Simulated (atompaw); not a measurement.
PBE PAW (atompaw) dataset for samarium (Sm), scalar-relativistic all-electron reference.

```json
{
  "Element": "Sm (Z = 62)",
  "Generator": "atompaw 4.2.0.5",
  "Type": "PAW",
  "Functional": "PBE",
  "Relativity": "scalar-relativistic",
  "Frozen core": "[Kr] 4d10 4f5",
  "Valence charge": "11",
  "Reference configuration": "5s2 5p6 5d0 6s0 6p0 (charge +3)",
  "Partial waves": "5s (bound): rc 2.60 bohr; 6s (bound, empty): rc 3.00 bohr; 5p (bound): rc 2.50 bohr; 6p (bound, empty): rc 3.00 bohr; 5d (bound, empty): rc 3.00 bohr; 5d channel at -0.05 Ry: rc 3.00 bohr",
  "Local potential": "troulliermartins scheme with l = 3 at -0.5 Ry, radius 2.70 bohr",
  "Core correction": "smooth core density matched at 1.65 bohr",
  "Augmentation charge": "sinc compensation charge, radius 2.70 bohr; PAW radius 3.00 bohr; waves and projectors: custom polynom2 7 10 vanderbiltortho"
}
```

* Cutoffs needed: 30 Ry and 70 Ry (the cutoffs (Ry, on a coarse ladder) from which the occupation-weighted sum of valence levels, in a spherical-Bessel basis at the reference potential, stays within 10 and 1 mRy of its value at 400 Ry)
* Ghost test: no extra level below or beside the all-electron valence levels (s, p, d, f tested) (spherical-Bessel basis up to 400 Ry, 20 bohr box)
* Lowest eigenvalue of the overlap operator: 0.53 (s channel)
* Overlap eigenvalues printed by atompaw (projector basis): 0.945, 1.25, 2.22, 3.71e+03, 1.45e+04, 3.39e+05
* Share of each valence orbital outside the PAW sphere: 5s 0 %, 6s 57 %, 5p 2 %, 6p 76 %, 5d 16 %
